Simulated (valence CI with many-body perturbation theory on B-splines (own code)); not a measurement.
# Lu XXXII: magnetic and hyperfine properties of the levels

Computed by relativistic CI+MBPT: four valence electrons over a frozen Dirac-Fock core [Kr], radial functions for each j: 9 s, 9 p, 10 d, 8 f, 5 g, 3 h, 1 i, with the one-electron correlation potential Σ1, the two-electron term Σ2, the three-electron term Σ3, Breit, model QED; selected CI, second order for the rest (own B-spline code, finite nucleus).

No measured spectrum was set against this ion. As an estimate, large intervals hold to a few tenths of a per cent, small ones and those within an open d or f shell to about a per cent. Only levels of the ground parity were solved; by the run's estimate the other parity begins above the list, which can be wrong where configurations are misplaced.

A/g_I is the dipole constant over the nuclear g factor μ/I (μ in nuclear magnetons, uniformly magnetised nucleus), B/Q the quadrupole constant per barn. Both hold the static response of the core; the bare values leave it out. Large factors of s and p1/2 electrons are usually good to 5 to 10 %; those of open d and f shells near neutrality can be off by tens of per cent, and small factors of p3/2, d and f electrons come from cancelling terms and can be off by a factor of two or in sign, in half-filled shells by more. B is blank for J = 1/2, where it vanishes, and for nearly pure S terms. Energies count from the lowest level. Levels with J = 0 are left out.

Levels are named by their leading jj configuration (3d3/2^4 stands for four electrons in 3d with j = 3/2), which in mixed levels can hold well under half, so a name can repeat and another be missing. Letters in brackets count levels of one name in rising energy.

```tsv
Level	E (cm⁻¹)	g	A/g_I (MHz)	A/g_I bare	B/Q (MHz/b)	B/Q bare
(4d3/2^3 4d5/2) J=1	88231	1.497	-1770	-884	4410	4220
(4d3/2^3 4d5/2) J=2	124240	1.287	6980	7370	9220	8870
(4d3/2^3 4d5/2) J=4	125250	1.092	12500	12500	273	172
(4d3/2^3 4d5/2) J=3	135770	1.186	10500	10700	6490	6210
(4d3/2^2 4d5/2^2) J=2 [a]	210980	1.166	5290	5460	8700	8380
(4d3/2^2 4d5/2^2) J=4 [a]	212370	1.158	9970	10100	-5200	-5060
(4d3/2^2 4d5/2^2) J=3 [a]	216930	1.128	8920	8980	1910	1830
(4d3/2^2 4d5/2^2) J=5	231000	1.083	11600	11500	11000	10600
(4d3/2^2 4d5/2^2) J=1	239280	1.143	12600	12700	979	919
(4d3/2^2 4d5/2^2) J=6	241160	1.082	12200	12200	13300	12700
(4d3/2^2 4d5/2^2) J=3 [b]	253370	1.105	12700	12700	3760	3620
(4d3/2^2 4d5/2^2) J=4 [b]	253450	1.032	13300	13100	-4260	-4050
(4d3/2^2 4d5/2^2) J=2 [b]	256720	1.099	11600	11600	4320	4150
(4d3/2^2 4d5/2^2) J=2 [c]	291950	1.005	15900	15700	-1580	-1540
(4d3/2^2 4d5/2^2) J=4 [c]	300530	1.222	8450	8710	19000	18200
(4d3/2^2 4d5/2^2) J=2 [d]	333650	1.202	10300	10500	-4550	-4330
(4d3/2 4d5/2^3) J=3 [a]	334040	1.161	6970	7110	1490	1460
(4d3/2 4d5/2^3) J=4 [a]	334720	1.121	8910	8950	-7600	-7330
(4d3/2 4d5/2^3) J=1 [a]	348020	0.912	12700	12300	5200	4970
(4d3/2 4d5/2^3) J=5	350350	1.144	9930	10000	-7540	-7270
(4d3/2 4d5/2^3) J=6	354490	1.078	11500	11400	15500	14900
(4d3/2 4d5/2^3) J=2 [a]	373990	1.047	13000	12900	10500	10100
(4d3/2 4d5/2^3) J=3 [b]	379370	1.090	11200	11200	4470	4350
(4d3/2 4d5/2^3) J=3 [c]	417990	1.061	12400	12300	16700	16000
(4d3/2 4d5/2^3) J=1 [b]	418160	1.437	1750	2490	-7780	-7460
(4d3/2 4d5/2^3) J=4 [b]	423780	1.042	12700	12500	15400	14900
(4d3/2 4d5/2^3) J=2 [b]	432420	1.115	11300	11300	-17800	-17100
(4d5/2^4) J=4	473200	1.160	8350	8470	-14600	-14000
(4d5/2^4) J=2	506000	1.053	9360	9270	6410	6150
```

Task: Take the isotope of mass number 175, with I = 7/2, μ = 2.2257 μN and Q = 3.49 b. What is the hyperfine structure of (4d3/2^2 4d5/2^2) J=4 [a]?

Result: From the table A = 6340 MHz, B = -18200 MHz. Shifts from the centre of gravity in MHz: F = 1/2: -120000, F = 3/2: -108000, F = 5/2: -88900, F = 7/2: -62900, F = 9/2: -31300, F = 11/2: 4880, F = 13/2: 44000, F = 15/2: 84200.
